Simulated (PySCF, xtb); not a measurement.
AlH2Cl, SMILES [AlH2][Cl].

Harmonic wavenumbers (cm⁻¹) from GFN2-xTB in xtb at its own minimum, in rising order: 400, 575, 615, 812, 1827, 1835.

Q: What does B3LYP-D3(BJ)/def2-TZVP run with PySCF give at its own minimum? (Estimate from the structure and the level; the computed values follow.)

A: 514, 516, 604, 789, 1968, 1984. Paired by order, the mean absolute difference is 83 cm⁻¹ and the zero-point energies are 8.7 and 9.1 kcal/mol.
